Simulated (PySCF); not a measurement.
Diiodomethane, CH2I2, SMILES ICI, PBE0/def2-SVP optimised geometry.

```
5

I     -0.87     1.25     0.00
C     -0.23    -0.79     0.00
I     -0.87    -1.97    -1.66
H      0.87    -0.79     0.00
H     -0.62    -1.25     0.91
```

Density from PBE0/def2-TZVP, def2 effective core potentials past Kr (PySCF 2.14.0) at that geometry. The core electrons that the potentials of I replace are not part of the density.

Minimum of the electron density along straight lines between bonded atoms, close to the bond critical point (lines longer than 1.1 times the sum of covalent radii, or with two minima, are not listed):

```json
[
 {"bond": "I1–C2", "length / Å": "2.138", "ρ at the minimum / e bohr⁻³": "0.121", "∇²ρ there / e bohr⁻⁵": "-0.05", "position (fraction from the first atom)": "0.53"},
 {"bond": "C2–I3", "length / Å": "2.138", "ρ at the minimum / e bohr⁻³": "0.121", "∇²ρ there / e bohr⁻⁵": "-0.05", "position (fraction from the first atom)": "0.47"},
 {"bond": "C2–H4", "length / Å": "1.094", "ρ at the minimum / e bohr⁻³": "0.282", "∇²ρ there / e bohr⁻⁵": "-0.99", "position (fraction from the first atom)": "0.66"},
 {"bond": "C2–H5", "length / Å": "1.094", "ρ at the minimum / e bohr⁻³": "0.282", "∇²ρ there / e bohr⁻⁵": "-0.99", "position (fraction from the first atom)": "0.66"}
]
```
